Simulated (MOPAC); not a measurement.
Input file for MOPAC: PM6 on TiN, 2S+1 = 2, a spin state set in the input, which need not be the lowest, a point of a bond scan (R = 1.505 Å).

```
PM6 1SCF PRECISE CHARGE=0 UHF MS=0.5 THREADS=1
NTi

Ti     0.00000000 1     0.00000000 1     0.00000000 1
N      0.00000000 1     0.00000000 1     1.50507500 1
```

It printed:

```
*******************************************************************************
 **                                                                           **
 **                              MOPAC v23.2.5                                **
 **                                                                           **
 *******************************************************************************
 ** MOPAC's Digital Object Identifier: https://doi.org/10.5281/zenodo.6511958 **
 **                                                                           **
 ** Please cite the open-source release paper for use of this MOPAC version:  **
 ** J. E. Moussa and J. J. P. Stewart (2026)                                  **
 ** MOPAC: An open-source semiempirical molecular orbital program             **
 ** J. Open Source Softw., 11(119), 8025, https://doi.org/10.21105/joss.08025 **
 *******************************************************************************

                              PM6 CALCULATION RESULTS

 *******************************************************************************
 *  PM6        - The PM6 Hamiltonian to be used
 *  UHF        - UNRESTRICTED HARTREE-FOCK CALCULATION
 *
 *
 *
 *                 CHARGE ON SYSTEM = 0
 *
 *
 *
 *  MS=        - IN MECI, MAGNETIC COMPONENT OF SPIN =  0.5
 *  PRECISE    - TIGHTER CRITERIA TO BE USED
 *  1SCF       - DO 1 SCF AND THEN STOP
 *  THREADS=1  - MULTI-THREADING NOT USED
 *  T=         - A TIME OF 172800.0 SECONDS REQUESTED
 *  DUMP=N     - RESTART FILE WRITTEN EVERY 7200.0 SECONDS REQUESTED
 *******************************************************************************
PM6 1SCF PRECISE CHARGE=0 UHF MS=0.5 THREADS=1
 NTi

   ATOM   CHEMICAL          X               Y               Z
  NUMBER   SYMBOL      (ANGSTROMS)     (ANGSTROMS)     (ANGSTROMS)

     1      Ti          0.00000000  *   0.00000000  *   0.00000000  *
     2       N          0.00000000  *   0.00000000  *   1.50507500  *



          CARTESIAN COORDINATES

    NO.       ATOM           X           Y           Z

     1        Ti          0.0000      0.0000      0.0000
     2         N          0.0000      0.0000      1.5051

 General Reference for PM6:
 "Optimization of Parameters for Semiempirical Methods V: Modification of NDDO Approximations
 and Application to 70 Elements", J. J. P. Stewart, J. Mol. Mod., 13, 1173-1213 (2007)
 URL: https://link.springer.com/article/10.1007/s00894-007-0233-4

           Empirical Formula: N Ti  =     2 atoms



      MOLECULAR POINT GROUP   :   C*v


          UHF CALCULATION, NO. OF ALPHA ELECTRONS =    5
                           NO. OF BETA  ELECTRONS =    4

 -------------------------------------------------------------------------------
 PM6 1SCF PRECISE CHARGE=0 UHF MS=0.5 THREADS=1
 NTi



     1SCF WAS SPECIFIED, SO BFGS WAS NOT USED
     SCF FIELD WAS ACHIEVED


                              PM6 CALCULATION
                                                       MOPAC v23.2.5 Linux




          FINAL HEAT OF FORMATION =        103.64942 KCAL/MOL =     433.66917 KJ/MOL


          COSMO AREA              =         91.38 SQUARE ANGSTROMS
          COSMO VOLUME            =         81.12 CUBIC ANGSTROMS

          IONIZATION POTENTIAL    =          8.060487 EV
          ALPHA SOMO LUMO (EV)    =         -8.060 -2.764
          BETA  SOMO LUMO (EV)    =         -8.592 -2.227
          NO. OF ALPHA ELECTRONS  =          5
          NO. OF BETA  ELECTRONS  =          4
          MOLECULAR WEIGHT        =         61.9067         POINT GROUP:  C*v

          MOLECULAR DIMENSIONS (Angstroms)

            Atom       Atom       Distance
            N     2   Ti     1     1.50508
            N     2   Ti     1     0.00000
           Ti     1    N     2     0.00000


          SCF CALCULATIONS        =          1





   ATOM   CHEMICAL          X               Y               Z
  NUMBER   SYMBOL      (ANGSTROMS)     (ANGSTROMS)     (ANGSTROMS)

     1      Ti          0.00000000  *   0.00000000  *   0.00000000  *
     2       N          0.00000000  *   0.00000000  *   1.50507500  *

                             CARTESIAN COORDINATES

   1   Ti        0.000000000     0.000000000     0.000000000
   2    N        0.000000000     0.000000000     1.505075000


           Empirical Formula: N Ti  =     2 atoms



      MOLECULAR POINT GROUP   :   C*v


          ALPHA EIGENVALUES
 -24.49717 -12.26289 -12.26289 -11.48283  -8.06049  -2.76443  -2.76443   0.05604
   0.05604   0.29153   4.04474   4.04474   5.75875


           BETA EIGENVALUES
 -21.74266 -11.02920 -11.02920  -8.59219  -2.22725  -2.22725  -1.25659   0.20615
   0.20615   1.11871   5.31362   5.31500   5.31500


              NET ATOMIC CHARGES AND DIPOLE CONTRIBUTIONS

  ATOM NO.   TYPE          CHARGE      No. of ELECS.   s-Pop       p-Pop       d-Pop
    1         Ti           0.011416        3.9886     1.49548     0.35202     2.14109
    2          N          -0.011416        5.0114     1.71147     3.29995
 DIPOLE           X         Y         Z       TOTAL
 POINT-CHG.     0.000     0.000    -0.083     0.083
 HYBRID         0.000    -0.000    -2.954     2.954
 SUM            0.000    -0.000    -3.036     3.036


          ATOMIC ORBITAL ELECTRON POPULATIONS

     Atom    s        px        py        pz      x^2-y^2     xz        z^2       yz        xy
    1 Ti   1.49548   0.07239   0.07239   0.20723   0.00000   0.78615   0.56879   0.78615   0.00000
    2  N   1.71147   1.14146   1.14146   1.01703


                    (SZ)    =    0.500000
                    (S**2)  =    1.257488


          ATOMIC ORBITAL SPIN POPULATIONS

    Atom   Total    s     px     py     pz   x^2-y^2  xz     z^2    yz     xy
         Atomic
    1 Ti -0.1346  0.140  0.017  0.017 -0.086  0.000 -0.145  0.068 -0.145  0.000
    2  N  1.1346  0.059  0.128  0.128  0.820

 **********************
 *                    *
 * JOB ENDED NORMALLY *
 *                    *
 **********************




 == MOPAC DONE ==
```

The run finished. Its determinant has ⟨S²⟩ = 1.26, a mixture of spin states.

Cost: very roughly 0.010 core-seconds.
